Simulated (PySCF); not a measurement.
Excitations are Tamm–Dancoff values on a coarser integration grid. The basis has no diffuse functions, so Rydberg states are missing or too high.

Z-matrix (Å, degrees):
```
C
C 1 1.4044
C 2 1.3883 1 120.14
H 3 1.0922 2 119.75 1 179.99
H 2 1.0925 3 120.60 4 -0.01
C 3 1.3990 4 119.86 2 180.00
H 6 1.0931 3 119.51 4 0.01
C 6 1.4048 7 118.26 3 180.00
C 1 1.4110 2 118.14 5 -179.99
C 1 1.4525 2 128.65 5 0.01
C 10 1.3795 1 109.85 2 -180.00
H 11 1.0911 10 125.91 1 -180.00
B 10 1.5275 11 121.77 12 -0.01
H 13 1.2093 10 119.35 11 0.01
H 13 1.2097 14 119.10 10 179.99
B 8 1.5358 6 120.77 7 -0.02
H 16 1.2085 8 119.78 6 0.00
H 16 1.2099 17 119.34 8 179.99
S 11 1.7127 12 119.25 10 -180.00
```
Charge 0, multiplicity 1.

Question: What is the computed HOMO–LUMO gap, S1–T1 gap (TDA), dipole moment, S1 oscillator strength and S1 excitation (TDA) (PBE0-D4/def2-TZVP // PBE0-D4/def2-SVP (PySCF))?

Answer: 
HOMO–LUMO gap: 4.62 eV
S1–T1 gap (TDA): 1.08 eV
dipole moment: 0.49 D
S1 oscillator strength: 0.082
S1 excitation (TDA): 3.97 eV
